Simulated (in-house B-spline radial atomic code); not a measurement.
How numerical settings move a run on C2+, [He] 2s2. Computed with a B-spline radial code for spherical atoms: scalar-relativistic (X2C) wB97X, spherical fractional occupations, Fermi nucleus of rms radius 2.4702 fm.

Command:
```bash
python run_scf.py task.json out
```
Settings of the sound reference run:
```
Z                6
electrons        4
configuration    [He] 2s2
hamiltonian      x2c
method           wb97x
spin_polarised   False
nucleus          fermi
rms_radius       2.4702
mass_number      12
atomic_mass      12
speed_of_light   137.036
knot_spacing     0.22
spline_order     8
gauss_points     12
box_radius       22.22
max_iterations   70
damping          0.5
damped_steps     3
diis_vectors     10
tolerance        1e-08
start            Thomas-Fermi
```

Run time, properties included: 0.33 s on 1 thread of Arm Neoverse N1, on a shared host.

It converges in 8 iterations to -36.539348 hartree, with 2s at -44.6908 eV. The other runs change the listed settings, some to values that make no sense; their results aren't properties of the atom or ion. Radii are in bohr (the nuclear one in fm), a minus after a letter asks for a j subshell, and «unchanged» means within 1e-8 hartree. The run stops when the residual is below 10 × tolerance × max(1, Z/10), or a noise floor if that is larger, and the energy moves by less than 1e-8 × √|E| hartree; so very loose and very tight tolerances often act alike.

| changed settings | outcome |
| --- | --- |
| gauss_points = 8 | converged in 8 iterations, energy +1.19e-07 hartree from the reference |
| gauss_points = 6 | converged in 8 iterations, energy +8.85e-08 hartree from the reference, 2s level +2.1e-06 eV |
| gauss_points = 5, first_knot = 1.67e-05, max_iterations = 12 | converged in 9 iterations, energy +9.90e-06 hartree from the reference, 2s level -4.7e-04 eV |
| box_radius = 3.33 | converged in 8 iterations, energy +3.19e-02 hartree from the reference, 2s level +8.5e-01 eV (the program warns: 2s reaches the box edge) |
| box_radius = 6.67 | converged in 8 iterations, energy +1.81e-06 hartree from the reference, 2s level +2.1e-04 eV (the program warns: 2s reaches the box edge) |
| electrons = 5, configuration = [He] 2s3, max_iterations = 75 | stopped with error: shell 2s holds at most 2 electrons |
| spline_order = 5, max_iterations = 75, damping = 0.8 | converged in 9 iterations, energy +1.59e-06 hartree from the reference, 2s level -9.5e-05 eV |
| gauss_points = 16, first_knot = 0.167, max_iterations = 100, damped_steps = 30, start = bare nucleus | converged in 25 iterations, energy +1.32e-03 hartree from the reference, 2s level +2.5e-04 eV |
| hamiltonian = dirac, method = scan,scan | stopped with error: meta-GGAs are not served with the Dirac Hamiltonian |
| gauss_points = 5 | converged in 8 iterations, energy +2.27e-07 hartree from the reference |
| electrons = 12, configuration = [He] 2s2 4s2 4p6, max_iterations = 75 | not converged after 75 iterations, last residual 7.9e-03 |
| box_radius = 11.11, max_iterations = 50, damping = 0.2, diis_vectors = 0 | converged in 13 iterations, energy +1.98e-08 hartree from the reference, 2s level +2.3e-05 eV |
| box_radius = 44.44 | converged in 8 iterations, energy +1.46e-07 hartree from the reference, 2s level -1.1e-06 eV |
| box_radius = 11.11 | converged in 8 iterations, energy +1.98e-08 hartree from the reference, 2s level +2.4e-05 eV |
| max_iterations = 100, damping = 0.8, damped_steps = 8, diis_vectors = 1 | converged in 15 iterations, energy unchanged, 2s level -6.8e-07 eV |
| box_radius = 4.44 | converged in 8 iterations, energy +1.56e-03 hartree from the reference, 2s level +5.8e-02 eV (the program warns: 2s reaches the box edge) |

Task: What happens with tolerance = 1e-13?

Result: Converged in 8 iterations, energy unchanged.

Task: What happens with box_radius = 0.89?

Result: Converged in 7 iterations, energy +2.07e+01 hartree from the reference, 2s level +3.0e+02 eV (the program warns: 2s has a positive eigenvalue: unbound, held by the box; 1s reaches the box edge).

Task: What happens with gauss_points = 4?

Result: Converged in 8 iterations, energy -7.62e-07 hartree from the reference, 2s level -1.1e-04 eV.

Task: What happens with box_radius = 88.88?

Result: Converged in 8 iterations, energy +2.30e-07 hartree from the reference, 2s level +4.8e-07 eV.
